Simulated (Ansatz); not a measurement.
`[Cl][Zn][Cl]` + `[SiH3]C[SiH2]Cl` → `[SiH3][Zn][Cl]` + `ClC[SiH2]Cl` at 400 K and 1 bar (redistribution).

Program: Ansatz. Geometries: PBE0-D4/def2-TZVP. ΔE: electronic, gas phase. CBS: MP2 limit from def2 TZ/QZ plus the TZ coupled-cluster correction, frozen cores. For Zn outer-core shells are correlated without core-valence functions, which leaves a few kJ/mol of doubt a bond. Scalar relativity is left out up to krypton. One conformer a species, not always the lowest.

```tsv
species	CCSD(T)/CBS energy (Eh)	H − E (kJ/mol)	S (J/(mol·K))
`[Cl][Zn][Cl]`	-2698.04832	26.3	293.8
`[SiH3]C[SiH2]Cl`	-1080.25737	219.7	394.5
`[SiH3][Zn][Cl]`	-2529.09474	93.3	338.6
`ClC[SiH2]Cl`	-1249.14529	151.5	358.8
```

H − E and S are ideal-gas, rigid-rotor, harmonic terms from PBE0-D4/def2-TZVP, for one conformer and one mirror image of each species. 1 Eh = 2625.50 kJ/mol, R = 8.31446 J/(mol·K).

Task: By hand: ΔE, ΔH, ΔS and ΔG.

Result: ΔE = (-2529.09474) + (-1249.14529) − (-2698.04832) − (-1080.25737) = 0.06566 Eh = 172.4 kJ/mol. Δ(H − E) = 93.3 + 151.5 − 26.3 − 219.7 = -1.2, so ΔH = 171.2 kJ/mol. ΔS = 338.6 + 358.8 − 293.8 − 394.5 = 9.1 J/(mol·K). ΔG = 171.2 − 400 × (9.1)/1000 = 167.6 kJ/mol.

Task: By hand: the equilibrium constant, and the temperature at which ΔG would vanish if ΔH and ΔS stayed fixed.

Result: log₁₀ K = −ΔG/(RT ln 10) = -21.9. ΔG = 0 at ΔH/ΔS = 18813 K, far beyond where these terms or the molecules hold.

The number of gas molecules stays the same, so ΔS is small and ΔH decides. A doubt of 5 kJ/mol in ΔE shifts log₁₀ K by 0.7 here. Other conformers and mirror images would add mixing entropy, several J/(mol·K) or more a flexible species. Modes under 60 cm⁻¹, often nearly free rotors, make the harmonic entropy too high. These are equilibria of isolated gas molecules and say nothing of rates. Largest T1 diagnostic: 0.014 (customary marks: 0.02 for closed shells, 0.045 for open ones).
